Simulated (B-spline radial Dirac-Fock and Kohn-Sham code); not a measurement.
**Photoionisation of chromium ions at Ag Lα (2984.4 eV)**

Model: the independent-particle Dirac-Slater model, thresholds from Dirac-Fock. Program: a radial B-spline solver. Cross sections in kb; a dash marks an empty subshell or a threshold above the photon energy.

```tsv
ion	configuration	total	2s	2p3/2	3s	3p1/2	3p3/2
Cr⁺	[Ar] 3d5	38.01	13.7	13.2	1.91	0.771	1.47
Cr³⁺	[Ar] 3d3	38.26	13.7	13.2	2.00	0.824	1.58
Cr⁵⁺	[Ar] 3d1	38.65	13.7	13.2	2.15	0.908	1.74
Cr¹⁴⁺	[He] 2s2 2p6	35.09	14.3	13.7	–	–	–
Cr¹⁷⁺	[He] 2s2 2p3	28.59	16.1	8.19	–	–	–
```

Values without a named source are computed, but for edge energies of neutral atoms, which are taken from tables.
